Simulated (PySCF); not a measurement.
CH4BClSi, CH5OSi2, CH3BClSi (calculated)

Computed with PySCF 2.14.0. Calculation on a computer-drawn molecule: the log of a Hartree-Fock and frozen-core CCSD(T) single point meant for a local Hartree-Fock minimum, with one planted fault or none, to be diagnosed. Offsets are logged minus clean, where the clean run is the same molecule without the fault. The reference is restricted for singlets and unrestricted otherwise, and also for a bond in bohr or an excited solution. Adding or removing an electron swaps singlet and doublet. The excited solution moves the top pair (singlet) or top alpha electron (doublet) to the lowest empty orbital. Highest occupied and lowest empty are orbital energies over both spins, largest force is the largest gradient component, triples share is (T) over the correlation energy, the T1 limit is 0.02 restricted and 0.045 unrestricted, electrons count all cores, a negative frequency is imaginary (commonest isotopes), and the dipole is about the centre of nuclear charge.

Common to all runs: meant multiplicity 1; meant basis cc-pV(D+d)Z; logged SCF converged yes; possible faults no fault, one electron removed, one electron added, multiplicity raised by two, geometry at a saddle point, SCF held on an excited solution, minimal basis STO-3G, one bond length entered in bohr, all coordinates scaled.

(1) 
```xyz
8
formula=CH4BClSi meant_charge=0 logged_electrons=46 logged_basis_functions=94 logged_spin_squared=0.6354 logged_highest_occupied=-9.1953 logged_lowest_empty=0.74501 logged_largest_force=0.023014 logged_T1_diagnostic=0.058827 logged_D1_diagnostic=0.26794 logged_triples_share=0.039854 logged_CC_converged=yes logged_dipole_magnitude=4.4469 logged_SCF_stable_within_its_kind=yes logged_energy_HF=-813.20289 logged_energy_CCSD(T)=-813.72317 planted_fault=one_bond_length_entered_in_bohr,row_7_of_the_drawn_bonds HF_energy_offset_from_clean_run=76.4 CCSD(T)_energy_offset_from_clean_run=74.17
Si     1.8987    -2.9803    -0.7194
C      1.9872    -1.9568    -2.0817
B      0.7830    -1.0972    -2.4282
Cl     0.7892     0.0004    -3.8385
H      0.7050    -3.0624     0.1329
H      2.9876    -3.8643    -0.2719
H      2.8883    -1.9260    -2.6852
H     -1.1257    -1.1113    -1.2135
```

Units: logged_highest_occupied, logged_lowest_empty in eV; logged_largest_force in hartree/bohr; logged_dipole_magnitude in debye; logged_energy_HF, logged_energy_CCSD(T) in hartree; HF_energy_offset_from_clean_run, CCSD(T)_energy_offset_from_clean_run in kcal/mol.

Drawn bonds:
```csv
atom,other atom,order
1,2,2
2,3,1
3,4,1
1,5,1
1,6,1
2,7,1
3,8,1
```

Notes: T1 above single-reference limit.

(2) 
```xyz
9
formula=CH5OSi2 meant_charge=1 logged_electrons=46 logged_basis_functions=99 logged_spin_squared=0 logged_highest_occupied=-8.6329 logged_lowest_empty=-8.4308 logged_largest_force=0.30275 logged_CC_converged=no logged_dipole_magnitude=3.0332 logged_SCF_stable_within_its_kind=no logged_energy_HF=-692.85914 planted_fault=SCF_held_on_an_excited_solution HF_energy_offset_from_clean_run=206.9
Si     0.8909    -0.2384     1.3233
C     -0.6374    -0.3392     2.0777
O     -1.8313    -0.2336     1.3259
Si    -3.3753    -0.2479     1.4522
H      2.0826    -0.3557     2.1600
H      1.0269    -0.0404    -0.1196
H     -0.8107    -0.4842     3.1355
H     -4.1159    -0.0759     0.2136
H     -4.0142    -0.4255     2.7508
```

Units: logged_highest_occupied, logged_lowest_empty in eV; logged_largest_force in hartree/bohr; logged_dipole_magnitude in debye; logged_energy_HF in hartree; HF_energy_offset_from_clean_run in kcal/mol.

Drawn bonds:
```csv
atom,other atom,order
1,2,2
2,3,1
3,4,1
1,5,1
1,6,1
2,7,1
4,8,1
4,9,1
```

Notes: CCSD not converged.

(3) 
```xyz
7
formula=CH3BClSi meant_charge=1 logged_electrons=44 logged_basis_functions=89 logged_spin_squared=0.869 logged_highest_occupied=-14.387 logged_lowest_empty=-5.1565 logged_largest_force=0.03574 logged_T1_diagnostic=0.088201 logged_D1_diagnostic=0.37976 logged_triples_share=0.047976 logged_CC_converged=yes logged_dipole_magnitude=5.8272 logged_SCF_stable_within_its_kind=yes logged_energy_HF=-812.2889 logged_energy_CCSD(T)=-812.76967 planted_fault=one_bond_length_entered_in_bohr,row_2_of_the_drawn_bonds HF_energy_offset_from_clean_run=122.6 CCSD(T)_energy_offset_from_clean_run=121.8
Si    -0.5628     0.3321    -0.2185
C     -0.9794    -0.2610    -1.7962
B     -1.1281    -2.8755    -2.4242
Cl    -1.2153    -4.4763    -2.7937
H     -0.2647    -0.5933     0.8740
H     -0.4989     1.7640     0.0597
H     -1.1957     0.4549    -2.5881
```

Units: logged_highest_occupied, logged_lowest_empty in eV; logged_largest_force in hartree/bohr; logged_dipole_magnitude in debye; logged_energy_HF, logged_energy_CCSD(T) in hartree; HF_energy_offset_from_clean_run, CCSD(T)_energy_offset_from_clean_run in kcal/mol.

Drawn bonds:
```csv
atom,other atom,order
1,2,2
2,3,1
3,4,1
1,5,1
1,6,1
2,7,1
```

Notes: T1 above single-reference limit.
